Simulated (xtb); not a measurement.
O$_{2}$Zr (SMILES [O]=[Zr]=[O]), singlet, geometry from GFN2-xTB (such geometries of metal compounds can be far from the true shape); GFN0-xTB (xtb 6.7.1).

Here is a job for xtb.
```
$ xtb mol.xyz --gfn 0 --hess --json

# file mol.xyz
3

Zr    -0.14735518    -0.16294999    -0.21094306
O      1.44787434     0.60647650    -0.38052480
O     -0.71109845     0.20827346     1.43524010
```

Output, abridged:

```
   ID    Z sym.   atoms
    1   40 Zr     1
    2    8 O      2, 3

           -------------------------------------------------
          |                Calculation Setup                |
           -------------------------------------------------

           -------------------------------------------------
          |                 G F N 0 - x T B                 |
           -------------------------------------------------

          ...................................................
          :                      SETUP                      :
          :.................................................:
          :  # basis functions                  18          :
          :  # atomic orbitals                  17          :
          :  # shells                            7          :
          :  # electrons                        16          :
          :  electronic temp.          300.0000000     K    :
          :  accuracy                    1.0000000          :
          :  -> integral cutoff          0.2500000E+02      :
          :  -> integral neglect         0.1000000E-07      :
          ...................................................

         :::::::::::::::::::::::::::::::::::::::::::::::::::::
         ::                     SUMMARY                     ::
         :::::::::::::::::::::::::::::::::::::::::::::::::::::
         :: total energy              -8.204239414722 Eh    ::
         :: gradient norm              0.005901509213 Eh/a0 ::
         :: HOMO-LUMO gap              3.692534493042 eV    ::
         ::.................................................::
         :: H0 energy                 -7.897074845842 Eh    ::
         :: repulsion energy           0.044862109681 Eh    ::
         :: electrostat energy        -0.351547958256 Eh    ::
         :: -> Gsolv                   0.000000000000 Eh    ::
         ::    -> Gsasa                0.000000000000 Eh    ::
         ::    -> Gshift               0.000000000000 Eh    ::
         :: dispersion energy         -0.000478720305 Eh    ::
         :: short-range corr.          0.000000000000 Eh    ::
         :: add. restraining           0.000000000000 Eh    ::
         :: total charge               0.000000000000 e     ::
         :::::::::::::::::::::::::::::::::::::::::::::::::::::

           -------------------------------------------------
          |                Numerical Hessian                |
[...]

    mode    ω/cm⁻¹     T·S(HO)/kcal·mol⁻¹    T·S(FR)/kcal·mol⁻¹   T·S(vib)
   ------------------------------------------------------------------------
       1    158.80    -0.76446 ( 99.03%)    -0.71369 (  0.97%)    -0.76396
   ------------------------------------------------------------------------

   temp. (K)  partition function   enthalpy   heat capacity  entropy
                                   cal/mol     cal/K/mol   cal/K/mol   J/K/mol
 298.15  VIB   2.05                  566.791      3.766      3.324
         ROT  0.153E+05              888.752      2.981     22.130
         INT  0.313E+05             1455.544      6.747     25.453
         TR   0.132E+28             1481.254      4.968     40.322
         TOT                        2936.7977    11.7152    65.7756   275.2051

       T/K    H(0)-H(T)+PV         H(T)/Eh          T*S/Eh         G(T)/Eh
   ------------------------------------------------------------------------
    298.15    0.468009E-02    0.797409E-02    0.312521E-01   -0.232780E-01
   ------------------------------------------------------------------------

         :::::::::::::::::::::::::::::::::::::::::::::::::::::
         ::                  THERMODYNAMIC                  ::
         :::::::::::::::::::::::::::::::::::::::::::::::::::::
         :: total free energy          -8.227517428563 Eh   ::
         ::.................................................::
         :: total energy               -8.204239414722 Eh   ::
         :: zero point energy           0.003294008236 Eh   ::
         :: G(RRHO) w/o ZPVE           -0.026572022078 Eh   ::
         :: G(RRHO) contrib.           -0.023278013841 Eh   ::
         :::::::::::::::::::::::::::::::::::::::::::::::::::::

           -------------------------------------------------
          | TOTAL ENERGY               -8.204239414722 Eh   |
          | TOTAL ENTHALPY             -8.196265321474 Eh   |
          | TOTAL FREE ENERGY          -8.227517428563 Eh   |
          | GRADIENT NORM               0.005901509213 Eh/α |
          | HOMO-LUMO GAP               3.692534493042 eV   |
           -------------------------------------------------
########################################################################
[WARNING] Runtime exception occurred
-1- hessian_numhess: Hessian on incompletely optimized geometry!
########################################################################

normal termination of xtb
```
